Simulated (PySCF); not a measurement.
CH₅Ge₂N, SMILES [CH]1=[N][GeH2][GeH2]1.

The structure is a stationary point at B3LYP-D3(BJ)/def2-SVP. This is a generated structure with no PubChem entry under its InChIKey; it may be hypothetical.

These are TDA-PBE/def2-SVPD run with PySCF 2.14.0 values and carry that method's errors.

Vertical excitations. Gas-phase values at a fixed geometry. State labels are in the subgroup Cs.

Computed excitation energies, oscillator strengths and character:
```json
[
 {"state": "S1", "symmetry": "A\"", "energy (eV)": "3.70", "λ (nm)": "335", "f": "0.001", "main pairs": "HOMO→LUMO 99 %"},
 {"state": "S2", "symmetry": "A'", "energy (eV)": "4.00", "λ (nm)": "310", "f": "0.001", "main pairs": "HOMO→LUMO+1 99 %"},
 {"state": "S3", "symmetry": "A'", "energy (eV)": "4.52", "λ (nm)": "274", "f": "0.011", "main pairs": "HOMO→LUMO+2 96 %"},
 {"state": "S4", "symmetry": "A\"", "energy (eV)": "4.78", "λ (nm)": "259", "f": "0.000", "main pairs": "HOMO−1→LUMO 100 %"},
 {"state": "S5", "symmetry": "A'", "energy (eV)": "5.12", "λ (nm)": "242", "f": "0.019", "main pairs": "HOMO→LUMO+3 97 %"},
 {"state": "S6", "symmetry": "A\"", "energy (eV)": "5.31", "λ (nm)": "234", "f": "0.003", "main pairs": "HOMO→LUMO+4 98 %"},
 {"state": "S7", "symmetry": "A'", "energy (eV)": "5.73", "λ (nm)": "216", "f": "0.025", "main pairs": "HOMO→LUMO+5 56 %, HOMO−1→LUMO+2 37 %"},
 {"state": "S8", "symmetry": "A'", "energy (eV)": "5.96", "λ (nm)": "208", "f": "0.141", "main pairs": "HOMO−1→LUMO+1 30 %, HOMO−1→LUMO+2 28 %, HOMO→LUMO+5 26 %"},
 {"state": "S9", "symmetry": "A'", "energy (eV)": "6.16", "λ (nm)": "201", "f": "0.171", "main pairs": "HOMO−1→LUMO+1 39 %, HOMO−1→LUMO+2 27 %, HOMO−2→LUMO 12 %, HOMO−3→LUMO 7 %"},
 {"state": "S10", "symmetry": "A'", "energy (eV)": "6.40", "λ (nm)": "194", "f": "0.043", "main pairs": "HOMO−3→LUMO 40 %, HOMO→LUMO+6 27 %, HOMO−2→LUMO 16 %, HOMO−1→LUMO+3 7 %"},
 {"state": "T1", "symmetry": "A\"", "energy (eV)": "2.99", "λ (nm)": "415", "f": "0", "main pairs": "HOMO→LUMO 100 %"},
 {"state": "T2", "symmetry": "A'", "energy (eV)": "3.82", "λ (nm)": "324", "f": "0", "main pairs": "HOMO→LUMO+1 100 %"},
 {"state": "T3", "symmetry": "A'", "energy (eV)": "4.15", "λ (nm)": "299", "f": "0", "main pairs": "HOMO→LUMO+2 99 %"},
 {"state": "T4", "symmetry": "A\"", "energy (eV)": "4.58", "λ (nm)": "270", "f": "0", "main pairs": "HOMO−1→LUMO 98 %"}
]
```
Triplets are in the Tamm–Dancoff approximation.
